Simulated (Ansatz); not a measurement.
Start from `F[C]1([InH2])C=N1` and change one atom or group to get `FBC1(F)C=N1`.

Ansatz, PBE0-D4/def2-TZVP geometries, multiplicity 1. Each molecule was computed in one conformer, which needn't be the lowest.

Elements past krypton have def2 core potentials.

```
                                                                                  property  `F[C]1([InH2])C=N1`
                                                      HOMO–LUMO gap (PBE0/def2-TZVPP) / eV                 5.63
                                                       HOMO energy (B3LYP/def2-TZVPP) / eV                -7.46
                                                         LUMO energy (PBE/def2-TZVPP) / eV                -2.79
ideal-gas entropy at 298 K and 1 bar (rigid rotor, harmonic PBE0-D4/def2-TZVP) / J/(mol·K)                  348
                                                     HOMO–LUMO gap (B3LYP/def2-TZVPP) / eV                 5.13
                                                   HOMO–LUMO gap (ωB97M-V/def2-TZVPP) / eV                 9.36
```

(1) Give the same properties after the change, and the shifts. (Estimate.)

Results:

(1) The calculation gave: 
| property | `FBC1(F)C=N1` | shift |
| --- | --- | --- |
| HOMO–LUMO gap (PBE0/def2-TZVPP) / eV | 6.67 | 1.04 |
| HOMO energy (B3LYP/def2-TZVPP) / eV | -8.21 | -0.75 |
| LUMO energy (PBE/def2-TZVPP) / eV | -2.81 | -0.02 |
| ideal-gas entropy at 298 K and 1 bar (rigid rotor, harmonic PBE0-D4/def2-TZVP) / J/(mol·K) | 318 | -30 |
| HOMO–LUMO gap (B3LYP/def2-TZVPP) / eV | 6.19 | 1.06 |
| HOMO–LUMO gap (ωB97M-V/def2-TZVPP) / eV | 11.07 | 1.71 |

With PBE0 the HOMO falls by 0.77 eV and the LUMO rises by 0.27 eV, so the gap widens by about 1.04 eV. PBE moves the HOMO by -0.69 eV and ωB97M-V by -0.81 eV.

Positive LUMOs are unbound, so they and the gaps depend on the basis.

B3LYP here is the variant with VWN-RPA as its local correlation; programs differ in this.
